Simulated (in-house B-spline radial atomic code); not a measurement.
The numbers below are computed, except where a source is named.
## Kr in an electron gas of r_s = 2.07: phase shifts, screening, friction and resistivity

A nucleus sits in a uniform electron gas with a rigid positive background. The Kohn-Sham equations are solved self-consistently in the spin-unpolarised LDA (PW92), non-relativistic, on B-splines with outgoing waves at the boundary and partial waves to l = 8. The model has no lattice, no bands and no magnetic solution. Atomic units; δ_l are the phase shifts at the Fermi level, counted so that each bound state adds π, and good to about 0.0005.

The density parameter is r_s = 2.07 bohr, near that of the valence electrons of Al (3 per atom, density 2.7 g/cm³, mass 26.98 u, which gives r_s = 2.07).

```json
{"l": "0", "δ_l (rad)": "10.9993"}
{"l": "1", "δ_l (rad)": "8.4514"}
{"l": "2", "δ_l (rad)": "3.9062"}
{"l": "3", "δ_l (rad)": "0.0759"}
{"l": "4", "δ_l (rad)": "0.0115"}
{"l": "5", "δ_l (rad)": "0.0023"}
{"l": "6", "δ_l (rad)": "0.0004"}
{"l": "7", "δ_l (rad)": "0.0002"}
{"l": "8", "δ_l (rad)": "0.0001"}
```

Bound levels below the band bottom (hartree): s -9.015, p -6.786, d -2.773, s -0.5605, p -0.1058 and deeper ones.

Q: Check the Friedel sum rule, and say where the screening charge sits.

A: k_F = (9π/4)^(1/3)/r_s = 0.92713. The rule is Z = (2/π) Σ (2l + 1) δ_l. The terms are s 7.002, p 16.141, d 12.434, f 0.338 and 0.088 beyond, in all 36.004 against Z = 36. Bound states hold 8 s, 18 p, 10 d electrons, so the scattering states carry 0.00 in all; where a term is smaller than its bound count, the bound level has drawn weight out of the band.

Q: Find the transport cross section and the electronic stopping of a 1 keV Kr ion (mass 83.8 u).

A: σ_tr = (4π/k_F²) Σ (l + 1) sin²(δ_l − δ_(l+1)). The terms for l = 0 to 3 are 0.3130, 1.9446, 1.2117, 0.0166, all together 3.4863, so σ_tr = 14.619 × 3.4863 = 50.968 bohr². With n = 3/(4π r_s³) = 0.02692, the friction coefficient is Q = n k_F σ_tr = 1.2719. For v well below v_F = 0.927, dE/dx = Q v; with 24801 eV per u at v = 1, v = √(1000/(24801 × 83.8)) = 0.0219, so dE/dx = 0.02790 hartree/bohr = 14.3 eV/nm. The largest term couples the p and d waves.

Q: What residual resistivity would 1 atomic per cent of such centres give in Al?

A: Δρ = k_F n_i σ_tr/n in atomic units of 21.74 μΩ·cm. With one host atom per 3 electrons, n_i/n = 0.01/3, so Δρ = 0.9271 × 0.00333 × 50.968 × 21.74 = 3.42 μΩ·cm. This is an atom added to the gas, as on an interstitial site.

Q: On a substitutional site the background of one host ion, a sphere holding 3 charges, is taken out. The phase shifts for l = 0 to 4 become 10.7092, 8.1786, 3.3173, 0.0043, -0.0016. What follows?

A: The Friedel sum is now 33.01, for Z − 3 = 33. The sum in σ_tr is 2.3725, so σ_tr = 34.68 bohr² and Δρ = 2.33 μΩ·cm per atomic per cent, 0.68 times the value above. A real host ion scatters too, so this model doesn't give zero even for the host's own atom.
